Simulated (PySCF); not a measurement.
Partial charges of `C=C/C=C/C=C\O[SiH3]`

Compound: C6H10OSi.
Cartesian coordinates in Å at the GFN2-xTB level; atoms count from 1:
```xyz
18
C6H10OSi angstrom
C      3.5356    1.0620   -0.9649
C      2.2719    0.9541   -0.5572
C      1.4219   -0.1624   -0.8684
C      0.1526   -0.2739   -0.4369
C     -0.6933   -1.3900   -0.7375
C     -1.9520   -1.5908   -0.3205
O     -2.7145   -0.8247    0.4637
Si    -2.6873    0.5697    1.2955
H      3.9992    0.2989   -1.5685
H      4.1479    1.9099   -0.7108
H      1.8317    1.7352    0.0505
H      1.8515   -0.9461   -1.4794
H     -0.2632    0.5161    0.1733
H     -0.2687   -2.1579   -1.3692
H     -2.4820   -2.4878   -0.6270
H     -2.5104    1.7114    0.3953
H     -1.6310    0.5663    2.3098
H     -4.0185    0.5163    1.8814
```

Density: PBE0/pcSseg-1 (PySCF); schemes: Mulliken, IAO, Hirshfeld and ESP-fitted. Geometry: GFN2-xTB, one conformer, isolated molecule.

**Question.** Atoms with like bonding are taken together and averaged. For which atoms does the sign change between the 4 schemes (beyond +0.03 e in one, beyond −0.03 e in another)?

**Answer.** C4.

**Question.** Which atoms carry the lowest charge in the Mulliken, IAO, Hirshfeld and ESP-fitted schemes?

**Answer.** The schemes don't all agree: Mulliken O7 (-0.599); IAO O7 (-0.575); Hirshfeld O7 (-0.187); ESP-fitted C1 (-0.438).

**Question.** Tabulate the Mulliken, IAO, Hirshfeld and ESP-fitted charges.

**Answer.** In e; atoms taken as equivalent share a row and are averaged (×n: the atom named and its like, n in all):

```json
{"atom": "C1", "environment": "terminal =CH2 carbon", "Mulliken": "-0.144", "IAO": "-0.322", "Hirshfeld": "-0.103", "ESP-fitted": "-0.438"}
{"atom": "C2", "environment": "alkene CH carbon", "Mulliken": "-0.186", "IAO": "-0.133", "Hirshfeld": "-0.048", "ESP-fitted": "-0.063"}
{"atom": "C3", "environment": "alkene CH carbon", "Mulliken": "-0.101", "IAO": "-0.150", "Hirshfeld": "-0.051", "ESP-fitted": "-0.284"}
{"atom": "C4", "environment": "alkene CH carbon", "Mulliken": "-0.131", "IAO": "-0.138", "Hirshfeld": "-0.051", "ESP-fitted": "+0.080"}
{"atom": "C5", "environment": "alkene CH carbon", "Mulliken": "-0.219", "IAO": "-0.230", "Hirshfeld": "-0.089", "ESP-fitted": "-0.423"}
{"atom": "C6", "environment": "vinylic carbon bearing oxygen", "Mulliken": "+0.261", "IAO": "+0.068", "Hirshfeld": "+0.039", "ESP-fitted": "+0.124"}
{"atom": "O7", "environment": "silyl ether oxygen", "Mulliken": "-0.599", "IAO": "-0.575", "Hirshfeld": "-0.187", "ESP-fitted": "-0.339"}
{"atom": "Si8", "environment": "oxygen-bound silicon", "Mulliken": "+0.668", "IAO": "+0.864", "Hirshfeld": "+0.394", "ESP-fitted": "+0.609"}
{"atom": "H9", "environment": "vinylic hydrogen", "Mulliken": "+0.110", "IAO": "+0.145", "Hirshfeld": "+0.044", "ESP-fitted": "+0.184"}
{"atom": "H10", "environment": "vinylic hydrogen", "Mulliken": "+0.115", "IAO": "+0.153", "Hirshfeld": "+0.046", "ESP-fitted": "+0.178"}
{"atom": "H11", "environment": "vinylic hydrogen", "Mulliken": "+0.095", "IAO": "+0.143", "Hirshfeld": "+0.047", "ESP-fitted": "+0.135"}
{"atom": "H12", "environment": "vinylic hydrogen", "Mulliken": "+0.094", "IAO": "+0.141", "Hirshfeld": "+0.047", "ESP-fitted": "+0.204"}
{"atom": "H13", "environment": "vinylic hydrogen", "Mulliken": "+0.126", "IAO": "+0.129", "Hirshfeld": "+0.036", "ESP-fitted": "+0.096"}
{"atom": "H14", "environment": "vinylic hydrogen", "Mulliken": "+0.102", "IAO": "+0.157", "Hirshfeld": "+0.049", "ESP-fitted": "+0.175"}
{"atom": "H15", "environment": "vinylic hydrogen", "Mulliken": "+0.099", "IAO": "+0.157", "Hirshfeld": "+0.052", "ESP-fitted": "+0.108"}
{"atom": "H16/H17/H18", "environment": "Si–H hydrogen", "Mulliken": "-0.097", "IAO": "-0.137", "Hirshfeld": "-0.075", "ESP-fitted": "-0.115"}
```

Mean size of the charges over all atoms: IAO 0.218 e, ESP-fitted 0.210 e, Mulliken 0.186 e, Hirshfeld 0.084 e. Each set sums to the total charge, 0, to within 0.001 e. The IAO scheme projects the occupied orbitals on a minimal set of polarised atomic orbitals and counts the electrons in each atom's part of it.

**Question.** Sum the charges by element, for elements with more than one atom.

**Answer.** 
| element | atoms | Mulliken | IAO | Hirshfeld | ESP-fitted |
| --- | --- | --- | --- | --- | --- |
| C | 6 | -0.522 | -0.905 | -0.303 | -1.004 |
| H | 10 | +0.452 | +0.615 | +0.096 | +0.734 |

**Question.** How closely do the schemes follow one another over all atoms?

**Answer.** Correlation coefficient and root-mean-square difference: IAO with Hirshfeld 0.98, 0.175 e; Mulliken with IAO 0.96, 0.085 e; Mulliken with Hirshfeld 0.94, 0.143 e; IAO with ESP-fitted 0.91, 0.119 e; Hirshfeld with ESP-fitted 0.88, 0.161 e; Mulliken with ESP-fitted 0.85, 0.138 e.

**Question.** How many electrons does the IAO scheme count on O7?

**Answer.** Z − q = 8 − (-0.575) = 8.575.

These values come from a run that also computed NMR shieldings. On one thread of an Arm Neoverse N1, shared host with 64 logical CPUs at a one-minute load of 56, this took 62 s wall and 0.85 GiB of memory at its peak.
